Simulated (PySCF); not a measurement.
## Stationary points of NbO2Br

Method: PBE0 in PySCF with Nb def2-SVP with ECP28, O def2-SVP, Br def2-SVP; scalar-relativistic core potentials, no spin–orbit coupling; density-fitted integrals.

Relaxations began from a few typed shapes. The search is not exhaustive: other isomers or separated fragments can lie lower, and high-lying points may rest on an excited occupation.

Problem. Which is the lowest minimum found?
A. singlet Cs: Nb–Br 2.485 Å, Nb–O 1.697 Å (×2); Br–Nb–O 114.4° (×2), O–Nb–O 106.4°
B. singlet Cs: Nb–Br 2.485 Å, Nb–O 1.697 Å (×2); Br–Nb–O 114.6° (×2), O–Nb–O 106.4°
C. singlet C2v: Nb–Br 2.514 Å, Nb–O 1.699 Å (×2); Br–Nb–O 125.5° (×2), O–Nb–O 109.0°
D. singlet C2v: Nb–Br 2.514 Å, Nb–O 1.699 Å (×2); Br–Nb–O 125.5° (×2), O–Nb–O 109.0°

Solution. B. The others lie at 0.3 (singlet Cs), 11.0 (singlet C2v, a saddle point), 11.2 (singlet C2v, a saddle point) kJ/mol above it.

Formally Nb is in oxidation state +5, d0. The polar-tensor charge on Nb, 2.11, is far below the formal one.
